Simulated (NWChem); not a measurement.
Species: CH3ClO2Si; SMILES Cl[Si@@H](C=O)O

```xyz
8

O     -0.8634     2.4058    -0.1441
C     -0.2657     1.5616     0.4949
Si     0.3986    -0.0186    -0.3696
O      1.9082    -0.2659     0.2532
Cl    -0.8850    -1.5905     0.0970
H     -0.1069     1.6937     1.5917
H      0.3747     0.1308    -1.8406
H      2.4324    -1.0144    -0.0665
```
Atoms are numbered in this order, from 1.

All runs: NWChem. Medium grid unless said otherwise, to which SCAN and Minnesota functionals are sensitive. The geometry was optimised at B3LYP/6-31G* (spherical d). Hybrids' shares of exact exchange are those that their runs print; pure functionals count as 0. The functionals differ in more than this share.

```csv
row,share of exact exchange,highest occupied level (eV)
PBE/def2-TZVP,0.00,-5.88
BLYP/def2-TZVP,0.00,-5.80
TPSSh/def2-TZVP,0.10,-6.58
B3LYP/def2-TZVP,0.20,withheld
M06-2X/def2-TZVP,0.54,-8.87
```

Fit a straight line of the last column on the one before it, predict the withheld value, and compare with the run.


1. Means of the 4 shown rows: x = 0.160, y = -6.782. Slope Σ(x − x̄)(y − ȳ)/Σ(x − x̄)² = -1.107/0.1992 = -5.557; intercept -5.893.
2. The shown rows scatter about the line by 0.082 (root mean square); the largest residual is -0.13, at TPSSh/def2-TZVP.
3. At x = 0.20 (B3LYP/def2-TZVP; inside the shown range) the line gives -7.00.
4. The run gives -7.18, -0.18 from the line, 2.2 times the scatter.
